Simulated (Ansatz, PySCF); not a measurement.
Spin states of F3Re (SMILES [F][Re]([F])[F]), each relaxed with B3LYP-D3(BJ)/def2-TZVP.
State 1 (charge 0, multiplicity 3):
```xyz
4

Re    -0.014     0.017    -0.014
F     -1.548    -0.978    -0.020
F     -0.016     1.704    -0.721
F      1.520    -0.676     0.700
```
State 2 (charge 0, multiplicity 1):
```xyz
4

Re     0.1331    -0.0508     0.0549
F     -1.5681    -0.7034    -0.1402
F     -0.2591     1.5593    -0.7274
F      1.6361    -0.7380     0.7566
```

| level | energy of the multiplicity-1 state less that of the multiplicity-3 state (kcal/mol) | cost |
|---|---|---|
| PBE-D3(BJ)/def2-TZVPP | 19.08 | ×1 |
| PBE-D4/def2-TZVPP | 19.08 | ×1 |
| BLYP/def2-TZVPP | 17.00 | ×1 |
| BLYP-D3(BJ)/def2-TZVPP | 16.98 | ×1 |
| BLYP-D4/def2-TZVPP | 16.97 | ×1 |
| r2SCAN/def2-TZVPP | 24.30 | ×1 |
| r2SCAN-D3(BJ)/def2-TZVPP | 24.30 | ×1 |
| r2SCAN-D4/def2-TZVPP | 24.30 | ×1 |
| B97M-V/def2-TZVPP | 19.96 | ×2 |
| r2SCANh/def2-TZVPP | 25.37 | ×1 |
| B3LYP-D3(BJ)/def2-TZVPP | 19.20 | ×0.7 |
| B3LYP-D4/def2-TZVPP | 19.20 | ×0.7 |
| PBE0-D3(BJ)/def2-TZVPP | 22.51 | ×1 |
| PBE0-D4/def2-TZVPP | 22.51 | ×1 |
| BHLYP-D3(BJ)/def2-TZVPP | 22.63 | ×1 |
| CAM-B3LYP/def2-TZVPP | 19.97 | ×1 |
| wB97X-V/def2-TZVPP | 18.18 | ×4 |
| wB97M-V/def2-TZVPP | 18.13 | ×4 |
| CCSD(T)/def2-TZVPP | 18.60 | ×40 |
| CCSD(T)/CBS(def2-SVP, def2-TZVPP) | 18.28 | ×50 |

The rows run from 16.97 (BLYP-D4/def2-TZVPP) to 25.37 kcal/mol (r2SCANh/def2-TZVPP). The dispersion term adds -0.02 in BLYP-D3(BJ), -0.04 in BLYP-D4, 0.00 in r2SCAN-D3(BJ). The 7 functionals in def2-TZVPP without D3 or D4 span 8.37, from BLYP to r2SCANh.

Singlets are restricted, other states unrestricted; no spin–orbit coupling, no relativity up to Kr; see below for the cores. The largest T1 diagnostic is 0.027.

Correlated levels freeze the inner cores; with def2 sets outer-core shells near the valence are correlated too. CBS: X⁻³ extrapolation of the correlation energy, Hartree–Fock from the larger set.

Doubts at one or more of the structures used: a restricted determinant that unrestricted orbitals would lower (CCSD(T)/def2-TZVPP, CCSD(T)/CBS(def2-SVP, def2-TZVPP)).

The values were computed with Ansatz (Gaussian orbitals); PySCF for the dispersion terms. Values without a source in brackets are computed. In def2 rows elements past Kr take small-core potentials, without spin–orbit coupling.

Costs are rough ratios of core time to PBE/def2-TZVPP (about 17 s over the structures, on one shared machine); a dash marks a level with no comparable run of its own.

Ansatz is an electronic-structure program.
